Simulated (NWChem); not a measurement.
System: AuH₃O; SMILES [OH2]->[AuH]

Computed with NWChem. def2 effective core potentials on Au; no spin-orbit coupling. Each level has its own optimisation; frequencies are unscaled.

```csv
level,r Au–H (Å),r Au–O (Å),r H–O (Å),highest harmonic frequency (cm⁻¹),lowest (cm⁻¹),zero-point energy (kcal/mol)
"LDA (Slater exchange, VWN5)/def2-SVP",1.546,2.181,0.979,3763,361,19.8
CAM-B3LYP/def2-SVP,1.554,2.238,0.967,3909,318,20.1
PBE-D3(BJ)/def2-SVP,1.553,2.273,0.978,3758,298,19.6
```
